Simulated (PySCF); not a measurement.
**Computed structure and properties of DyBr2**

System: DyBr2 (singlet in the valence; each metal's 4f electrons, 10 of them, lie in its core potential, out of spins and levels); start: template (C2v). Method: PySCF 2.14.0, RKS PBE0, Dy lcecp-0-SVP with ECP56, Br def2-SVP; non-relativistic Hamiltonian with scalar-relativistic core potentials where named; density fitting; no spin-orbit coupling.

Input of the relaxation:

```python
mol = gto.M(atom='''
Dy     0.00000     0.00000    -0.58280
Br     2.65480    -0.00000     0.60530
Br    -2.65480     0.00000     0.60530''',
    basis={'Dy': 'lcecp-0-SVP', 'Br': 'def2-SVP'},
    ecp={'Dy': 'lcecp-0-SVP'},
    charge=0, spin=0)
mf = dft.RKS(mol, xc='PBE0')
mf.grids.atom_grid = (50, 194)  # f atoms: unpruned, at least (60, 302)
mf = mf.density_fit()  # fitting sets: Dy AutoAux, Br def2-universal-JKFIT
mf.conv_tol = 1e-08; mf.max_cycle = 55
mf.kernel(dm0)  # dm0: converged density of the start geometry
# quasi-Newton relaxation in Cartesian coordinates to a largest gradient under 0.00045 Eh/bohr, steps kept in the point group
```

Run from Python with OMP_NUM_THREADS=2; the lines above give its settings. Where DIIS fails, smearing, a level shift and second-order steps follow.
It took 36 s on 2 threads of Arm Neoverse V2, on a shared host, from the converged density of the start.

Course of the relaxation:

```
step  energy above end (eV)  largest force component within the symmetry (eV/Å)
   0                 0.2316                                               1.005
   1                 0.0992                                               0.638
   2                 0.0257                                               0.170
   3                 0.0203                                               0.065
   4                 0.0147                                               0.102
   5                 0.0090                                               0.118
   6                 0.0055                                               0.096
   7                 0.0020                                               0.026
   8                 0.0006                                               0.046
   9                 0.0001                                               0.014
  10                 0.0000                                               0.009
  11                 0.0000                                               0.001
```

Relaxed geometry (C2v):

```xyz
3

Dy    0.0000    0.0000    0.0060
Br    2.7420    0.0000    0.3109
Br   -2.7420    0.0000    0.3109
```

```csv
contact,Å
Dy1–Br2 (Br),2.759
Dy1–Br3 (Br),2.759
```

On the finer grid (75, 302):

```yaml
HOMO: not given (4f levels lie in the core)
LUMO: not given (4f levels lie in the core)
Dipole_about_the_centre_of_mass: 1.82 D
Set_of_Mulliken_populations_of_Dy1_outside_the_core_potential: s 2.25, p 6.22, d 0.68, f 0.01
D3_BJ_dispersion_energy_not_in_the_energies: -0.069 eV
```

```csv
atom,Mulliken (e),Löwdin (e),spin (e)
Dy1,0.85,0.41,0.00
Br2,-0.42,-0.21,0.00
Br3,-0.42,-0.21,0.00
```

The 4f levels lie in the core potential and are missing. Their spin isn't counted.

On the grid (50, 194), as all that follows. Harmonic modes: a minimum within the noise of the softest modes; lowest 12 cm⁻¹ (negative: unstable), highest 219 cm⁻¹, zero-point energy 0.025 eV.

Taking off one Br (charge -1, singlet; the rest: singlet) in vacuum, both parts rigid, costs 7.41 eV; the small basis without counterpoise inflates it. Most of it is the attraction of opposite charges; other ways to part are cheaper, and one spin state was tried for the rest.

Rigid scan of Br along the line from its metal:

(distance to Br2 (Å), energy (eV)): (2.46, 0.501), (2.56, 0.196), (2.66, 0.044), (2.76, 0.000), (2.86, 0.034), (2.96, 0.123), (3.16, 0.399), (3.46, 0.920), (3.86, 1.621), (4.36, 2.377)

One start shape was tried, so this needn't be the lowest isomer.

An lcecp potential fixes the number of 4f electrons, so in runs with it no electron can move into or out of that shell; real Dy(II) is rare or takes another configuration.
